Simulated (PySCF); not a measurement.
C3H6OSi. Atoms are numbered in the order given.

```xyz
11

C      0.3068    -2.4677     0.0000
C      0.7188    -1.1959     0.0000
C     -0.2740    -0.0740     0.0000
O     -1.4737    -0.2820     0.0000
Si     0.2874     1.7760     0.0000
H     -0.7666    -2.6855     0.0000
H      1.0095    -3.3062     0.0000
H      1.7833    -0.9371     0.0000
H      1.7749     1.9033     0.0000
H     -0.2726     2.4212    -1.2189
H     -0.2726     2.4212     1.2189
```
Charge 0, spin multiplicity 1.

The structure is a stationary point at ωB97X-D3(BJ)/def2-SVP. Other conformers were not sampled.

All values below come from PBE/def2-TZVP run with PySCF.

```
Quantity                                                                                                        Value
---------------------------------------------------------------------------------------------  ----------------------
total energy                                                                                       -482.29051 hartree
point group                                                                                                        Cs
highest occupied level                                                                                       -5.60 eV
lowest empty level                                                                                           -3.32 eV
orbital gap                                                                                                   2.27 eV
dipole moment                                                                                                  2.31 D
quadrupole, principal values (traceless, Buckingham form, about the centre of nuclear charge)  -4.88, -1.65, 6.53 D·Å
mean static polarisability                                                                      70.4 bohr³ (10.44 Å³)
polarisability, principal values                                                               48.3, 65.3, 97.7 bohr³
```
